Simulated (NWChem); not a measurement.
# CdHSeCl; SMILES [Cl][Cd][SeH]

```xyz
4

Cd     0.0093    -0.4671     0.0000
Cl     0.0062    -2.7588     0.0000
Se     0.0263     1.9794     0.0000
H     -1.4457     2.0186     0.0000
```
Atoms are numbered in this order, from 1.

Results from NWChem. Medium grid unless said otherwise, to which SCAN and Minnesota functionals are sensitive. The geometry was optimised at PBE0/def2-SVP. def2 effective core potentials on Cd; no spin-orbit coupling.

Problem. Among these, which level gives the highest value of “dipole (D)”?
A) r2SCAN/def2-SVP
B) PBE/def2-SVP
C) N12/def2-SVP
D) r2SCAN0/def2-SVP

Solution. C, N12/def2-SVP. Values: PBE/def2-SVP 1.45; r2SCAN0/def2-SVP 1.49; r2SCAN/def2-SVP 1.51; N12/def2-SVP 1.58
